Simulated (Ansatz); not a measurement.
`B[SiH](C)O`, charge 0, multiplicity 1.

(1) Give a relaxed structure at PBE0-D4/def2-TZVP (Ansatz). (Best estimate.)

Results:

(1) Ansatz gave: 
Z-matrix (Å, degrees):
```
Si
C 1 1.875
O 1 1.658 2 111.3
B 1 2.004 2 111.7 3 -122.7
H 1 1.501 2 107.2 3 119.9
H 2 1.093 1 110.9 3 -59.2
H 2 1.093 1 110.3 3 -178.6
H 2 1.092 1 111.4 3 61.1
H 3 0.958 1 117.3 2 61.5
H 4 1.195 1 123.7 2 125.8
H 4 1.198 1 119.1 2 -55.0
```
This is one stationary point; other conformers may exist.
